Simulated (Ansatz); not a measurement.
A nudged elastic band was laid between two geometries of CH5ClSn (8 atoms, charge 0, multiplicity 1).

All numbers below come from RKS B3LYP-D4/def2-SVP (Ansatz).

```
movable images  : 5
climbing image  : yes
spring          : 50.0 eV/Å²
optimiser       : quadratic models (default)
start path      : through a guess of the saddle point
force threshold : 0.05 eV/Å
iteration limit : 60
end points      : relaxed
```

Image 0:

```xyz
8
Properties=species:S:1:pos:R:3
Sn 0.489 0.100 0.030
C 1.055 -0.043 2.106
H 0.151 -0.151 2.722
H 1.700 -0.921 2.247
H 1.599 0.864 2.409
H 1.837 0.158 -1.036
H -0.626 1.370 -0.283
Cl -0.662 -1.924 -0.479
```

Image 6:

```xyz
8
Properties=species:S:1:pos:R:3
Sn 0.087 -0.029 -1.148
C 1.512 -0.040 1.884
H 0.628 -0.685 1.777
H 2.252 -0.542 2.524
H 1.219 0.920 2.327
H 1.989 0.143 0.904
H -0.716 1.360 -0.338
Cl -1.428 -1.673 -0.215
```

Task: Which bonds break or form, and what moves?

Result: Bonds broken: Sn1–C2, Sn1–H6. Bonds formed: C2–H6. CH5ClSn becomes CH4 + ClHSn.

Task: Give the energies along the band, and the barrier.

Result: The forces met the threshold. The highest image is number 3 of 0 to 6, 54.5 kcal/mol above the first end and 61.8 kcal/mol above the last; the last end lies 7.3 kcal/mol below the first. Neighbouring images differ by up to 1.8 eV, so the band resolves the path poorly. Another band between the same ends (5 images) ends at a top of the same energy, where a vibrational analysis finds 1 clearly imaginary mode. The orbitals stay closed-shell, which can raise the energy where a bond breaks towards radicals; this wasn't checked here.

```tsv
image	path coordinate (Å)	energy (kcal/mol)	Sn1–C2 (Å)	Sn1–H6 (Å)	C2–H6 (Å)
0	0.00	0.0	2.16	1.72	3.24
1	0.70	0.5	2.15	1.72	3.13
2	1.40	18.5	2.15	1.68	2.54
3	2.11	54.5	2.50	1.70	1.96
4	2.76	13.8	2.70	1.97	1.29
5	3.41	-6.8	3.21	2.52	1.11
6	4.07	-7.3	3.35	2.80	1.10
```

Task: What is the geometry of the highest image?

Result: 
```xyz
8
Properties=species:S:1:pos:R:3
Sn 0.396 0.099 -0.506
C 1.154 -0.001 1.872
H 0.235 -0.459 2.264
H 2.022 -0.637 2.080
H 1.305 1.029 2.217
H 1.970 -0.148 0.093
H -0.573 1.428 -0.026
Cl -0.965 -1.856 -0.279
```

Time of the run: 4.7 min on 1 thread of Arm Neoverse V1, on a shared host, peak memory 0.17 GiB.
